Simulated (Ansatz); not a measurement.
`C[Si](F)(F)[SnH3]` and `C[Si](F)(F)C=O` differ in one atom or group.

Ansatz, PBE0-D4/def2-TZVP geometries, multiplicity 1. Each molecule was computed in one conformer, which needn't be the lowest.

Elements past krypton have def2 core potentials.

```
                                          property  `C[Si](F)(F)[SnH3]`
                LUMO energy (PBE0/def2-TZVPP) / eV                -0.11
  size of the dipole moment (B3LYP/def2-TZVPP) / D                 1.93
               HOMO–LUMO gap (PBE/def2-TZVPP) / eV                 5.89
    size of the dipole moment (PBE/def2-TZVPP) / D                 1.87
size of the dipole moment (ωB97M-V/def2-TZVPP) / D                 1.91
                 LUMO energy (PBE/def2-TZVPP) / eV                -0.90
```

Problem. What does the change do to each property? (An estimate is asked.)

Solution. Ansatz gave: 
```
                                          property  `C[Si](F)(F)C=O`  shift
                LUMO energy (PBE0/def2-TZVPP) / eV             -1.98  -1.87
  size of the dipole moment (B3LYP/def2-TZVPP) / D              0.95  -0.98
               HOMO–LUMO gap (PBE/def2-TZVPP) / eV              2.70  -3.19
    size of the dipole moment (PBE/def2-TZVPP) / D              0.96  -0.91
size of the dipole moment (ωB97M-V/def2-TZVPP) / D              0.96  -0.95
                 LUMO energy (PBE/def2-TZVPP) / eV             -3.13  -2.23
```

With PBE0 the HOMO rises by 0.56 eV and the LUMO falls by 1.87 eV, so the gap narrows by about 2.43 eV. PBE moves the HOMO by 0.96 eV and ωB97M-V by 0.25 eV. Dipoles are sizes alone; their direction can turn.

B3LYP here is the variant with VWN-RPA as its local correlation; programs differ in this.
